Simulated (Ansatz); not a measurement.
InH2(NH2) (InNH₄). Total charge 0; singlet. Geometry B3LYP-D4/def2-TZVP, basis def2-TZVP, Ansatz.

```csv
atom,x (Å),y (Å),z (Å)
In1,-0.0558,0.0801,0.9575
H2,0.4818,1.5865,1.5806
H3,-0.6759,-1.3071,1.7558
N4,0.0618,-0.0885,-1.0545
H5,-0.2143,-0.9069,-1.5732
H6,0.4024,0.6360,-1.6662
```

| run | HOMO (eV) | LUMO (eV) |
| --- | --- | --- |
| A | -5.83 | -1.49 |
| B | -6.88 | -1.09 |
| C | -6.47 | -1.45 |
| D | -6.67 | -1.37 |
| E | -8.31 | -0.33 |
| F | -7.05 | -0.91 |

In the def2 sets In takes a core potential; there is no spin–orbit coupling. B3LYP takes the VWN-RPA correlation. HSE06 is defined as in plane-wave codes, on full-range PBE exchange.

**Question.** The runs used B3LYP, CAM-B3LYP, HSE06, PBE0, r2SCAN, r2SCAN0. Estimate which is which.

**Answer.** A r2SCAN (0 % exact exchange); B PBE0 (25 % exact exchange); C HSE06 (range-separated); D B3LYP (20 % exact exchange); E CAM-B3LYP (range-separated); F r2SCAN0 (25 % exact exchange). Exact exchange lowers occupied and raises empty levels; among semilocal functionals meta-GGAs tend to open the gap a little, and such runs are hard to tell apart. The gap grows from 4.35 eV (r2SCAN) to 7.98 eV (CAM-B3LYP).
